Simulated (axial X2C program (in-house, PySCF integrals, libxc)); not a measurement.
What spin–orbit coupling does to GaW

Calculated with an in-house all-electron X2C program for linear molecules (integrals from PySCF). Spin-free means the one-electron spin-free X2C Hamiltonian; two-component (2c) means X2C with spin–orbit coupling and atomic mean-field two-electron Coulomb and Gaunt terms, so the difference of the two also holds small scalar two-electron terms. Basis: W dyall-cv3z [13s14p9d7f4g], Ga dyall-cv3z [9s9p7d4f1g] (cores contracted in-house); Gaussian nuclei, density fitting, unrestricted open shells. Masses: W 183.951 u, Ga 68.926 u.

Spin-free state: M_S = 5/2, Λ = 0 (beyond evenly filled blocks: σα, π+α, π-α, δ+α, δ-α); fragments W + Ga.

```json
{"level": "PBE0", "Re (Å)": "2.617", "ωe (cm⁻¹)": "184.2", "μ (D)": "-0.34"}
{"level": "BHandHLYP", "Re (Å)": "2.634", "ωe (cm⁻¹)": "180.1", "μ (D)": "0.02"}
```

Dipoles are positive if Ga is the positive end.

Two-component determinant lowest at the distance of the search:

Ω = 5/2 (⟨Sz⟩ = 2.46, ⟨Lz⟩ = 0.04 at PBE0); fragments W + Ga.

```json
{"level": "PBE0", "Re (Å)": "2.617", "ωe (cm⁻¹)": "183.3", "μ (D)": "-0.32"}
{"level": "BHandHLYP", "Re (Å)": "2.635", "ωe (cm⁻¹)": "178.9", "μ (D)": "0.03"}
```

Q: From the two tables, how do the constants change at the PBE0 level (2c against spin-free)?

A: At the PBE0 level Re is unchanged within 0.001 Å and ωe decreases by 0.9 cm⁻¹.

One determinant describes the state; a PBE0 search over occupations chose it and may have missed a lower one. De is not given where an atomic determinant may have missed its ground term or J level, or where the truncated virtual space spoils (T). Density functionals use the spin component along the axis (collinear). The functionals have no current-density term, which raises determinants with orbital currents, atoms included. With several unpaired electrons one determinant need not be a pure state. This is the top spin component of a Σ state; components of lower Ω are not single determinants and can lie lower. The determinant is spin-polarised beyond a pure state at some levels (its spin-free form has ⟨S²⟩ too high), which makes Re and μ there less reliable.
